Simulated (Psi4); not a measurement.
F₃Si (SMILES F[Si](F)F), doublet, at a GFN2-xTB geometry; PBE/def2-TZVP (Psi4 1.11).

Psi4 was given this input:
```
memory 2 GB

molecule {
0 2
Si    0.25525364    0.24331611    0.24315598
F    -0.69074141   -0.73372896    1.06805322
F    -0.73927609    1.06837931   -0.68429241
F     1.03295628   -0.71314208   -0.76200346
}

set {
  basis def2-tzvp
  reference uks
  scf_type pk
  puream true
  d_convergence 1e-8
  dft_radial_points 99
  dft_spherical_points 590
}

energy('pbe')
print_variables()
```

What the program printed (banner, timings and long lists left out):

```
   => Loading Basis Set <=

    Name: DEF2-TZVP
    Role: ORBITAL
    Keyword: BASIS

         ---------------------------------------------------------
                                   SCF
               by Justin Turney, Rob Parrish, Andy Simmonett
                          and Daniel G. A. Smith
                              UKS Reference
         ---------------------------------------------------------

  ==> Geometry <==

    Molecular point group: cs
    Full point group: C1h

    Geometry (in Angstrom), charge = 0, multiplicity = 2:

       Center              X                  Y                   Z               Mass
    ------------   -----------------  -----------------  -----------------  -----------------
         SI           0.359066006731     0.247837681670     0.000000000000    27.976926534650
         F            0.236015096721    -0.718946361773     1.257046637774    18.998403162730
         F           -1.000788489882     1.072928544546     0.000000000000    18.998403162730
         F            0.236015096721    -0.718946361773    -1.257046637774    18.998403162730

  Running in cs symmetry.

  Rotational constants: A =      0.24798  B =      0.24798  C =      0.14038 [cm^-1]
  Rotational constants: A =   7434.14192  B =   7434.14186  C =   4208.59684 [MHz]
  Nuclear repulsion =  176.905352873396424

  Charge       = 0
  Multiplicity = 2
  Electrons    = 41
  Nalpha       = 21
  Nbeta        = 20

  ==> Algorithm <==

  SCF Algorithm Type is PK.
  DIIS enabled.
  MOM disabled.
  Fractional occupation disabled.
  Guess Type is SAD.
  Energy threshold   = 1.00e-06
  Density threshold  = 1.00e-08
  Integral threshold = 1.00e-12

  ==> Primary Basis <==

  Basis Set: DEF2-TZVP
    Blend: DEF2-TZVP
    Number of shells: 46
    Number of basis functions: 130
    Number of Cartesian functions: 150
    Spherical Harmonics?: true
    Max angular momentum: 3

  ==> DFT Potential <==

   => LibXC <=

    Version 7.1.2
    S. Lehtola, C. Steigemann, M. J. T. Oliveira, and M. A. L. Marques,  SoftwareX 7, 1–5 (2018) (10.1016/j.softx.2017.11.002)

   => Composite Functional: PBE <=

    PBE GGA Exchange-Correlation Functional

    J.P. Perdew et. al., Phys. Rev. Lett., 77(18), 3865-3868, 1996

    Deriv               =              1
    GGA                 =           TRUE
    Meta                =          FALSE

    Exchange Hybrid     =          FALSE
    MP2 Hybrid          =          FALSE

   => Exchange Functionals <=

[...]
      Ntotal   =   40.9999971897 ; deviation = -2.810e-06

   @Spin Contamination Metric:   1.166085690E-03
   @S^2 Expected:                7.500000000E-01
   @S^2 Observed:                7.511660857E-01
   @S   Expected:                5.000000000E-01
   @S   Observed:                5.000000000E-01

    Orbital Energies [Eh]
    ---------------------

    Alpha Occupied:

[...]
    Alpha Virtual:

[...]
      77Ap    56.412449

    Beta Occupied:

[...]
    Beta Virtual:

[...]
    Final Occupation by Irrep:
             Ap   App
    DOCC [    13,    7 ]
    SOCC [     1,    0 ]
    NA   [    14,    7 ]
    NB   [    13,    7 ]

  @UKS Final Energy:  -588.88148012335944

   => Energetics <=

    Nuclear Repulsion Energy =            176.9053528733964242
    One-Electron Energy =               -1171.5695270714268190
    Two-Electron Energy =                 457.7836737973068466
    DFT Exchange-Correlation Energy =     -52.0009797226358330
    Empirical Dispersion Energy =           0.0000000000000000
    VV10 Nonlocal Energy =                  0.0000000000000000
    Total Energy =                       -588.8814801233594380

  UHF NO Occupations:
  HONO-2 :    7App 1.9998595
  HONO-1 :   13 Ap 1.9997296
  HONO-0 :   14 Ap 1.0000000
  LUNO+0 :   15 Ap 0.0002704
  LUNO+1 :    8App 0.0001405
  LUNO+2 :   16 Ap 0.0001405
  LUNO+3 :    9App 0.0000090

Computation Completed

Properties will be evaluated at   0.000000,   0.000000,   0.000000 [a0]

Properties computed using the SCF density matrix

 Multipole Moments:

 ------------------------------------------------------------------------------------
     Multipole            Electronic (a.u.)      Nuclear  (a.u.)        Total (a.u.)
 ------------------------------------------------------------------------------------

 L = 1.  Multiply by 2.5417464519 to convert [e a0] to [Debye]
 Dipole X            :         -0.0112144            0.5066345            0.4954201
 Dipole Y            :         -0.0077414            0.3496937            0.3419522
 Dipole Z            :          0.0000000            0.0000000            0.0000000
 Magnitude           :                                                    0.6019738

 ------------------------------------------------------------------------------------

  Variable Map:
  ----------------------------------------------------------------------------
[...]
  Array Variable Map:
  ----------------------------------------------------------------------------
[...]
[...]
```
